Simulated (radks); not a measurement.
Question: Excited configurations of the thulium ion Tm2+: one electron is placed in a higher orbital outside [Xe] 4f12. The ground configuration is [Xe] 4f13. All-electron calculation, Dirac Kohn-Sham, BLYP, spin-unpolarised, spherical densities, finite nucleus; open shells fill j = l - 1/2 first; Fermi nuclear charge, rms radius 5.2256 fm. Program: a radial shooting solver on a logarithmic mesh with Libxc functionals. Excitation = E - E(ground); binding = E(ion) - E, where the ion is the core of charge +3; n* = 3/sqrt(2 binding) in atomic units, and the quantum defect is n - n*.

| outer orbital | excitation (eV) | binding (eV) | n* | quantum defect | eigenvalue (eV) | <r> (bohr) |
|---|---|---|---|---|---|---|
| 6p1/2 | 9.448 | 16.161 | 2.753 | 3.247 | -13.262 | 3.668 |
| 6f5/2 | 20.246 | 5.363 | 4.778 | 1.222 | -4.362 | 9.610 |
| 7p1/2 | 16.773 | 8.836 | 3.723 | 3.277 | -7.449 | 6.884 |
| 7d3/2 | 19.511 | 6.098 | 4.481 | 2.519 | -5.088 | 9.367 |
| 7f5/2 | 21.766 | 3.843 | 5.645 | 1.355 | -3.206 | 14.46 |

Estimate the row for 5d3/2.

Answer: excitation (eV) 5.365; binding (eV) 20.244; n* 2.459; quantum defect 2.541; eigenvalue (eV) -15.336; <r> (bohr) 2.280. The Delta-SCF ionisation energy is 25.609 eV (NIST Atomic Spectra Database: 23.66 eV, semi-empirical). Self-interaction in the functional shifts the binding energies and quantum defects, so they are the method's values and not measured ones. Spin polarisation and multiplet splitting are left out, so open shells lie too high by an amount that depends on their filling.

Beside tabulated values, note that spin-unpolarised runs miss the spin-polarisation part of the exchange energy of open shells.
